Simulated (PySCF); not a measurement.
Compound: C3H2FP3.
SMILES: `Fc1pcpcp1`

Computed, not measured: TDDFT wB97X-D/def2-SVPD, vertical, gas phase, core orbitals frozen in the response in PySCF 2.14.0, density-fitted response routines. Geometry: GFN2-xTB; no solvent, vibrations or thermal averaging.

Problem. List the vertical singlet excitations with oscillator strengths and describe the spectrum.

Solution. 

```tsv
state	E (eV)	ν̃ (cm⁻¹)	f	symmetry	main configurations (H = HOMO, L = LUMO)
S1	3.74	30130	0.016	B1 or B2	H→L (73%), H-2→L+1 (26%)
S2	4.01	32310	0.0000	–	H-1→L (98%)
S3	4.08	32900	0.024	B1 or B2	H-3→L (84%), H-1→L+1 (14%)
S4	4.21	33980	0.0042	B1 or B2	H-1→L+1 (84%), H-3→L (14%)
S5	4.29	34620	0.0000	–	H-3→L+1 (97%)
S6	4.42	35610	0.015	A1	H→L+1 (71%), H-2→L (28%)
S7	5.04	40680	0.268	A1	H-2→L (68%), H→L+1 (25%)
S8	5.05	40760	0.259	B1 or B2	H-2→L+1 (68%), H→L (24%)
```

Triplets (Tamm–Dancoff): T1 2.68 eV, H→L+1 (69%), H-2→L (26%); T2 3.05 eV, H→L (96%); T3 3.32 eV, H-2→L (71%), H→L+1 (28%).

The lowest singlet lies at 3.74 eV (332 nm, ultraviolet) and is weak; its leading configuration is HOMO→LUMO (73%). The strongest level in the table is S7 at 5.04 eV (246 nm, f = 0.268). S7/S8 lie within about 0.01 eV of each other. Löwdin shares by element: HOMO carbon 35% or more, phosphorus 20% or more, fluorine 12% (atoms not listed hold the other 33%); LUMO phosphorus 43% or more, carbon 36% or more (atoms not listed hold the other 21%). Of the 8 states listed, 5 reach f = 0.01 and 2 stay under 0.0005. The listed states span 1.32 eV, and the widest gap between neighbours is 0.63 eV (S6 to S7). Orbital energies (eV): HOMO-3 -9.80, HOMO-2 -9.76, HOMO-1 -9.68, HOMO -9.23, LUMO -1.21, LUMO+1 -1.00, LUMO+2 1.76. No computed singlet lies in the visible range (380 to 750 nm); the lowest, at 332 nm, stands 0.47 eV above its violet end (3.26 eV); a Tamm–Dancoff triplet lies at 462 nm, without intensity as long as spin–orbit coupling is left out. Symmetry labels in C2v follow from the direction of the transition dipole and are given only for states with f of 0.002 or more; B1 and B2 swap with the choice of axes. Singlets were solved by full linear response, triplets in the Tamm–Dancoff approximation.

On Arm Neoverse V2, one thread, shared host, this took 24 s of wall time and 0.72 GiB of memory at its peak.
